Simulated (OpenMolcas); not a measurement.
Pd2+ with its 6 nearest oxide ions at 2.298 Å, on the Ca site of CaO (a = 4.8105 Å, distance in the model lattice 2.405 Å). The rest of the host is ab initio model potentials to 7.6 Å, with orthogonalisation functions on the cations behind the ligands, and point charges beyond; the distance is set by hand and nothing relaxes. Ligand basis ANO-RCC-VDZP.
```
Pd    0.0000    0.0000    0.0000
O     2.2980    0.0000    0.0000
O     0.0000    2.2980    0.0000
O    -2.2980    0.0000    0.0000
O     0.0000   -2.2980    0.0000
O     0.0000    0.0000    2.2980
O     0.0000    0.0000   -2.2980
```

| Item | Value |
| --- | --- |
| Program | OpenMolcas |
| Method | SS-CASPT2, IPEA 0.25 Eh, imaginary shift 0.1 Eh (closed shells correlated: 4s 4p and the ligand valence shells) |
| Basis | ANO-RCC-VTZP [7s6p4d2f1g] |
| Scalar Hamiltonian | DKH2, point nucleus |
| Active space | 8 electrons in 5 orbitals (4d) |
| State averaging | 2S+1 = 3 even, 10 roots; 2S+1 = 1 even, 15 roots |
| Spin-orbit coupling | RASSI with atomic mean-field integrals over the reference wave functions |

Q: What is the spin-free ground state (labels of O, the rotations of Oh)?

A: 3A2, 1-fold in its orbital part; it has the highest spin that d8 allows.

Q: Where is the first state of the same spin?

A: 3T2 at 17300 cm-1 above the ground state.

Q: What are the lowest two levels with spin-orbit coupling?

A: A 3-fold level T2, then a 2-fold level E 5870 cm-1 above it. Their leading multiplicities are 3 (100 %) and 1 (97 %).

Q: What is χT at 300 K, and how does it compare with the textbook value?

A: The lowest level has 2S+1 = 3, for which the spin-only value is χT = S(S+1) / 2 = 1.000 cm3 K/mol (g = 2). The computed 1.273 at 300 K differs by +0.273, through orbital momentum, spin-orbit coupling and any other state in reach.

Q: Which ligand-field parameters describe the states?

A: A least-squares ligand-field fit to the states below 45000 cm-1, each weighted by its degeneracy and with a free common offset, gives 10Dq = 17731 cm-1, B = 510 cm-1 and C = 1713 cm-1 (C/B = 3.36), with an rms deviation of 582 cm-1. The same method and metal basis give the free ion B = 774 cm-1 (fit to its terms below 60000 cm-1, rms deviation 405 cm-1), so the nephelauxetic ratio is β = 510 / 774 = 0.66; it hangs on how both fits weigh the states, and computed free-ion B values tend to be too large, so β mixes covalency with correlation.

Roots that are degenerate in the reference are averaged as groups; the widest CASPT2 spread within a group is 380 cm-1 (the 3-fold group of multiplicity 1 near 23600 cm-1 above the lowest state of its run). Shifts and gaps below about the spread of the groups concerned are not significant. Over all roots computed the reference weight is 0.66 to 0.69; a low but even weight reflects the number of correlated electrons. Real 4d8 and 5d8 ions are as a rule square planar and diamagnetic. The least metal-like active orbital is 84 % on the metal (Löwdin) and no ligand orbital is active, so the numbers are rough. Ligand-to-metal charge-transfer states are missing. With no ligand orbital active B as a rule stays too high, so bands that hang on it stand too high and its fall with covalency is understated. With one d shell and no ligand orbital active, 10Dq can be off by a tenth or more. No measured value stands beside these numbers; the geometry was set by hand and not optimised.
